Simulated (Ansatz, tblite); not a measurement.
Cost and result up the ladder for cis-NiH2(NH3)2 (NiN₂H₈) (11 atoms). The state is a singlet with charge 0. Geometry: PBE0-D4/def2-SVP.

```xyz
11

Ni    0.548    0.630   -0.006
H     1.548    1.228    0.889
H     0.993    1.693   -0.918
N    -0.725    0.021   -1.400
H    -1.310    0.826   -1.631
H    -1.348   -0.779   -1.271
H    -0.169   -0.160   -2.237
N     0.134   -0.700    1.406
H    -0.116   -0.165    2.239
H     1.015   -1.162    1.635
H    -0.571   -1.431    1.291
```

Ansatz on 4 threads of Arm Neoverse V2 on a shared host; xTB runs through tblite on one thread. Times are rough, summed over both states, and most runs start from the orbitals of an earlier one. PBE0-D4/def2-TZVP serves as the yardstick here, not as an exact answer. The other state is a doublet.

The xTB rows come from tblite.

Run but left out: HF/def2-TZVP, MP2/def2-TZVP, CCSD/def2-TZVP, CCSD(T)/def2-TZVP (singlet: restricted singlet, unstable towards broken spin symmetry).

Raw xTB energies of ions are shifted by several eV.

| level | functions | wall time | vertical IE (eV) | difference from PBE0-D4/def2-TZVP (eV) |
| --- | --- | --- | --- | --- |
| GFN2-xTB | 25 | 0.005 s | 12.18 | 6.02 |
| GFN1-xTB | 33 | 0.008 s | 12.57 | 6.41 |
| PBE-D4/def2-TZVP | 155 | 4.1 s | 6.71 | 0.55 |
| r2SCAN-D4/def2-TZVP | 155 | 9.6 s | 6.30 | 0.14 |
| PBE0-D4/def2-TZVP (with forces) | 155 | 11 s | 6.16 | 0.00 |
